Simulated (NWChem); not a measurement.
# isopropylamine (C$_{3}$H$_{9}$N); SMILES NC(C)C

```xyz
13

C      0.6905     0.1155     1.2576
C     -0.0244    -0.3557     0.0000
C      0.6905     0.1155    -1.2576
N     -1.3804     0.1743     0.0000
H      1.7256    -0.2566     1.2926
H      0.7092     1.2160     1.2928
H      0.1773    -0.2416     2.1653
H     -0.0003    -1.4691     0.0000
H      0.1773    -0.2416    -2.1653
H      0.7092     1.2160    -1.2928
H      1.7256    -0.2566    -1.2926
H     -1.8909    -0.1641    -0.8140
H     -1.8909    -0.1641     0.8140
```
Atoms are numbered in this order, from 1.

Coordinates come from a PBE0/def2-SVP optimisation.

Give the principal values of the shielding tensors (ppm) of C1, C2, N4 from B3LYP/6-31G* (spherical d), GIAO (NWChem), with their diamagnetic and paramagnetic parts as GIAO splits them.


```tsv
atom	σ11	σ22	σ33	isotropic	diamagnetic	paramagnetic
C1	150.0	155.0	188.0	164.3	249.3	-85.0
C2	137.1	141.3	163.6	147.3	242.0	-94.6
N4	175.5	217.8	234.7	209.3	316.8	-107.4
```
